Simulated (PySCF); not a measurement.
HBrCl$_{2}$Ge, singlet, geometry from GFN2-xTB; DF-PBE/def2-TZVPPD (PySCF).

Here is a job for PySCF.
```python
from pyscf import gto, scf, dft

mol = gto.M(
    atom='''
Ge    0.456258   -0.437854    0.068515
Cl   -0.817269   -2.010373   -0.523959
Cl    0.448678   -0.269625    2.170265
Br   -0.291516    1.525815   -0.848858
H     1.868848   -0.632233   -0.469636
''',
    basis='def2-tzvppd',
    charge=0,
    spin=0,
    verbose=4,
    max_memory=1800,
)

mf = dft.RKS(mol)
mf.xc = 'pbe'
mf = mf.density_fit(auxbasis='def2-universal-jkfit')
mf.kernel()
```

Output, abridged:

```
PySCF version 2.14.0

[INPUT] verbose = 4
[INPUT] num. atoms = 5
[INPUT] num. electrons = 102
[INPUT] charge = 0
[INPUT] spin (= nelec alpha-beta = 2S) = 0
[INPUT] symmetry False subgroup None
[INPUT] Mole.unit = angstrom
[INPUT] Symbol           X                Y                Z      unit          X                Y                Z       unit  Magmom
[INPUT]  1 Ge     0.456258000000  -0.437854000000   0.068515000000 AA    0.862202662142  -0.827424142545   0.129474585425 Bohr   0.0
[INPUT]  2 Cl    -0.817269000000  -2.010373000000  -0.523959000000 AA   -1.544414580097  -3.799054378220  -0.990139010501 Bohr   0.0
[INPUT]  3 Cl     0.448678000000  -0.269625000000   2.170265000000 AA    0.847878538118  -0.509517406336   4.101206467729 Bohr   0.0
[INPUT]  4 Br    -0.291516000000   1.525815000000  -0.848858000000 AA   -0.550885400929   2.883372466753  -1.604109138646 Bohr   0.0
[INPUT]  5 H      1.868848000000  -0.632233000000  -0.469636000000 AA    3.531610888441  -1.194747216912  -0.887483418236 Bohr   0.0

nuclear repulsion = 774.417991376079
number of shells = 78
number of NR pGTOs = 381
number of NR cGTOs = 230
basis = def2-tzvppd
ecp = {}

******** <class 'pyscf.df.df_jk.DFRKS'> ********
method = DFRKS
initial guess = minao
damping factor = 0
level_shift factor = 0
DIIS = <class 'pyscf.scf.diis.CDIIS'>
diis_start_cycle = 1
diis_space = 8
diis_damp = 0
SCF conv_tol = 1e-09
SCF conv_tol_grad = None
SCF max_cycles = 50
direct_scf = False
XC library pyscf.dft.libxc version 7.1.2
    S. Lehtola, C. Steigemann, M. J. T. Oliveira, and M. A. L. Marques,  SoftwareX 7, 1–5 (2018)
XC functionals = pbe
    J. P. Perdew, K. Burke, and M. Ernzerhof,  Phys. Rev. Lett. 77, 3865 (1996)
    J. P. Perdew, K. Burke, and M. Ernzerhof,  Phys. Rev. Lett. 78, 1396 (1997)
    J. P. Perdew, K. Burke, and M. Ernzerhof,  Phys. Rev. Lett. 77, 3865 (1996)
    J. P. Perdew, K. Burke, and M. Ernzerhof,  Phys. Rev. Lett. 78, 1396 (1997)
radial grids:
    Treutler-Ahlrichs [JCP 102, 346 (1995); DOI:10.1063/1.469408] (M4) radial grids

becke partition: Becke, JCP 88, 2547 (1988); DOI:10.1063/1.454033
pruning grids: <function nwchem_prune>
grids dens level: 3
symmetrized grids: False
atomic radii adjust function: <function treutler_atomic_radii_adjust>
small_rho_cutoff = 0
Set gradient conv threshold to 3.16228e-05
Initial guess from minao.
tot grids = 88632
init E= -5569.92163530734
  HOMO = -0.299333066999135  LUMO = -0.090891165551966  gap/eV = 5.67199
cycle= 1 E= -5571.13690580848  delta_E= -1.22  |g|= 1.04  |ddm|= 2.11
  HOMO = -0.263176155347095  LUMO = -0.124120038176638  gap/eV = 3.78391
cycle= 2 E= -5570.89845796862  delta_E= 0.238  |g|= 1.63  |ddm|= 1.53
  HOMO = -0.270046507411189  LUMO = -0.085546970669391  gap/eV = 5.02049
cycle= 3 E= -5571.2266783455  delta_E= -0.328  |g|= 0.26  |ddm|= 1.13
  HOMO = -0.277306735992288  LUMO = -0.0993105997102646  gap/eV = 4.84352
cycle= 4 E= -5571.24163832023  delta_E= -0.015  |g|= 0.0627  |ddm|= 0.228
  HOMO = -0.279950140431884  LUMO = -0.0970780413502794  gap/eV = 4.97620
cycle= 5 E= -5571.24266050304  delta_E= -0.00102  |g|= 0.0141  |ddm|= 0.0616
  HOMO = -0.27808538200703  LUMO = -0.0974627016879595  gap/eV = 4.91499
cycle= 6 E= -5571.24270835686  delta_E= -4.79e-05  |g|= 0.00844  |ddm|= 0.0234
  HOMO = -0.27865187681367  LUMO = -0.0973780047622093  gap/eV = 4.93271
cycle= 7 E= -5571.24272705943  delta_E= -1.87e-05  |g|= 0.00057  |ddm|= 0.00785
  HOMO = -0.278633825102592  LUMO = -0.0973261945308224  gap/eV = 4.93363
cycle= 8 E= -5571.24272712383  delta_E= -6.44e-08  |g|= 0.000166  |ddm|= 0.000569
  HOMO = -0.278655597361329  LUMO = -0.0973404171064978  gap/eV = 4.93384
cycle= 9 E= -5571.24272712966  delta_E= -5.83e-09  |g|= 5.6e-05  |ddm|= 0.000171
  HOMO = -0.278650313061525  LUMO = -0.0973401671607306  gap/eV = 4.93370
cycle= 10 E= -5571.24272713055  delta_E= -8.86e-10  |g|= 9.5e-06  |ddm|= 6.13e-05
  HOMO = -0.278650451464371  LUMO = -0.0973392381866525  gap/eV = 4.93373
Extra cycle  E= -5571.24272713051  delta_E= 3.73e-11  |g|= 1.46e-05  |ddm|= 2.23e-05
converged SCF energy = -5571.24272713051
```
